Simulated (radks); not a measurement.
Spherical jellium clusters: N electrons in a uniform positive sphere of charge N and radius rs N^(1/3), rs = 3.6 bohr. Calculated with a radial shooting solver with Libxc functionals: non-relativistic Kohn-Sham, LDA (Slater exchange, Perdew-Wang correlation), spin-polarised, spherical densities. Levels are named by radial order and angular momentum (1s, 1p, 1d, 2s, ...), and open shells are averaged over m. Each electron was tried in the lowest free levels, single moves between levels near the top were tried too, and the lowest total energy was kept; such a search can miss a lower state. Energies include the self-energy of the background; IP and EA are vertical (highest electron removed, lowest free level filled), at fixed background; spill-out counts the electrons outside the background radius R, and alpha is the static dipole polarisability from linear response (closed shells only). A dash means not computed or, for alpha, an open shell; in EA it means that no bound solution was reached, which is typical of self-interaction and does not show that the anion is unstable. Real open-shell clusters deform, which this model forbids.

N	open shells	2S	E/N (eV)	E(N+1) + E(N-1) - 2E(N) (eV)	IP (eV)	EA (eV)	-e(HOMO) (eV)
1	1s(up 1, down 0)	1	-1.126	-	-	-	3.208
2	none	0	-1.644	1.302	5.715	-	3.467
3	1p(up 1, down 0)	1	-1.382	-0.715	3.994	-	2.210
4	1p(up 2, down 0)	2	-1.430	-0.527	4.630	-	2.804
5	1p(up 3, down 0)	3	-1.564	0.315	4.995	-	3.193
6	1p(up 3, down 1)	2	-1.602	-0.427	4.531	-	2.907
7	1p(up 3, down 2)	1	-1.689	-0.313	4.869	1.723	3.247
8	none	0	-1.794	1.440	5.092	-	3.492
9	1d(up 1, down 0)	1	-1.715	-0.304	3.571	-	2.141
10	1d(up 2, down 0)	2	-1.683	-0.264	3.864	-	2.442
11	1d(up 3, down 0)	3	-1.680	-0.229	4.095	1.345	2.686
12	1d(up 4, down 0)	4	-1.697	-0.198	4.282	1.555	2.887
13	1d(up 5, down 0)	5	-1.727	0.369	4.435	-	3.057
14	1d(up 5, down 1)	4	-1.726	-0.208	4.021	1.452	2.712
15	1d(up 5, down 2)	3	-1.739	-0.180	4.202	1.648	2.902
16	1d(up 5, down 3)	2	-1.761	-0.157	4.352	1.817	3.063
17	1d(up 5, down 4)	1	-1.790	-0.138	4.478	1.965	3.201
18	none	0	-1.824	0.235	4.584	1.784	3.321
19	2s(up 1, down 0)	1	-1.842	0.208	4.319	1.652	3.088
20	none	0	-1.847	0.581	4.115	-	2.928
21	1f(up 1, down 0)	1	-1.824	-0.146	3.558	1.250	2.387
22	1f(up 2, down 0)	2	-1.810	-0.134	3.686	1.393	2.523
23	1f(up 3, down 0)	3	-1.803	-0.124	3.800	1.522	2.646
24	1f(up 4, down 0)	4	-1.802	-0.114	3.903	1.640	2.757
25	1f(up 5, down 0)	5	-1.806	-0.105	3.995	1.748	2.858
26	1f(up 6, down 0)	6	-1.813	-0.097	4.078	1.847	2.950
27	1f(up 7, down 0)	7	-1.823	0.328	4.154	1.530	3.034
28	1f(up 7, down 1)	6	-1.821	-0.109	3.804	1.647	2.714
29	1f(up 7, down 2)	5	-1.823	-0.100	3.899	1.754	2.815
30	1f(up 7, down 3)	4	-1.828	-0.093	3.985	1.853	2.908
31	1f(up 7, down 4)	3	-1.835	-0.086	4.063	1.943	2.993
32	1f(up 7, down 5)	2	-1.845	-0.080	4.134	2.028	3.071
33	1f(up 7, down 6)	1	-1.857	-0.074	4.199	2.106	3.143
34	none	0	-1.870	0.407	4.259	1.738	3.209
35	2p(up 1, down 0)	1	-1.871	-0.047	3.837	1.821	2.819
36	2p(up 2, down 0)	2	-1.873	-0.038	3.899	1.893	2.885
37	2p(up 3, down 0)	3	-1.876	0.230	3.949	1.709	2.942
38	2p(up 3, down 1)	2	-1.872	-0.049	3.731	1.799	2.754
39	2p(up 3, down 2)	1	-1.871	-	3.801	1.879	2.829

All shells are closed at N = 2, 8, 18, 20, 34 (there: 1s2 1p6 1d10 2s2 1f14); the second difference of the energy has clear peaks (12 % above both neighbours; the first and last values, which can be the largest, are not judged, and half-filled shells can peak too) at N = 5, 8, 13, 18, 20, 27, 34, 37.
